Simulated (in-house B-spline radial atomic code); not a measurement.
Relativistic effects in Si V (Si4+), [He] 2s2 2p6: non-relativistic Hartree-Fock (point nucleus) against Dirac-Hartree-Fock (Fermi nucleus of rms radius 3.1224 fm), both averages of the configuration, computed with a radial B-spline atomic code at the basis-set limit.

| orbital | ε NR (Eh) | ε Dirac (Eh) | <r> NR (bohr) | <r> Dirac (bohr) | change of <r> (%) |
| --- | --- | --- | --- | --- | --- |
| 1s1/2 | -70.823 | ? | 0.1114 | ? | ? |
| 2s1/2 | -8.0747 | -8.1041 | 0.5615 | 0.5596 | -0.3 |
| 2p1/2 | -6.1929 | ? | 0.5306 | ? | ? |
| 2p3/2 | -6.1929 | -6.1855 | 0.5306 | 0.5307 | 0.0 |

Q: What happens to 1s1/2?

A: Its energy goes to -71.006 hartree and <r> to 0.111 bohr (-0.33 %).

Q: What happens to 2p1/2?

A: Its energy goes to -6.2109 hartree and <r> to 0.5287 bohr (-0.35 %).

Q: What explains the pattern of contraction and expansion?

A: The s and p1/2 orbitals contract directly, as their density near the nucleus moves at relativistic speed. Nothing expands appreciably in this ion.

Q: By how much does the total energy change?

A: By -0.62168 hartree, from -285.181 to -285.803.
